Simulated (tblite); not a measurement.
Compound: C5H8ClF3Si.
Atom-mapped SMILES: `[CH3:1]/[C:2](=[CH:3]/[C@H:4]([F:5])[Cl:6])[CH2:7][SiH:8]([F:9])[F:10]` (hydrogens: H11, H12, H13 on C1; H14 on C3; H15 on C4; H16, H17 on C7; H18 on Si8)

Structure optimised with GFN2-xTB, isolated species.

(1) Give the optimised bond lengths and angles.

Results:

(1) 
```
                  bond  length (bohr)
                 C1–C2          2.824
                 C2=C3          2.522
                 C3–C4          2.807
                 C4–F5          2.583
                C4–Cl6          3.422
                 C2–C7          2.822
                C7–Si8          3.589
                Si8–F9          3.033
               Si8–F10          3.024
C1–H11, C1–H12, C1–H13          2.056
                C3–H14          2.040
                C4–H15          2.068
                C7–H16          2.058
                C7–H17          2.067
               Si8–H18          2.716
```

Bonds in one row agree within 0.02 bohr and their mean is given. A selection of angles:
```
     angle  degrees
  C1–C2–C3    121.0
  C1–C2–C7    115.3
  C3–C2–C7    123.7
  C2–C3–C4    125.5
  C3–C4–F5    113.0
 C3–C4–Cl6    111.3
 F5–C4–Cl6    106.6
 C2–C7–Si8    113.3
 C7–Si8–F9    108.2
C7–Si8–F10    107.7
F9–Si8–F10    101.4
```

Torsions: C1–C2–C3–C4 180° (antiperiplanar); C2–C3–C4–F5 48° (synclinal); C1–C2–C7–Si8 86° (synclinal); C2–C7–Si8–F9 -61° (synclinal).

Si8 (fluorine-bound silicon) is distorted tetrahedral (angles from 101.4° to 120.5°). Of the pairs four or more bonds apart, F5···Si8 is among the closest relative to their van der Waals radii: 3.27 Å, 92 % of the sum of Bondi's values. The C–C distances run from 1.335 Å (C2=C3, drawn double) to 1.494 Å (C1–C2, drawn single), a spread of 0.159 Å.

Point group: C1 (no symmetry element, even within 0.4 Å). Its GFN2-xTB frequencies are all real (lowest 23 cm⁻¹). The numbers are those of one conformer. 3 starts were optimised and ended at 0.00, 0.69 and 1.07 kcal/mol (GFN2-xTB); the lowest of these is shown.

The numbers are calculated, not measured.
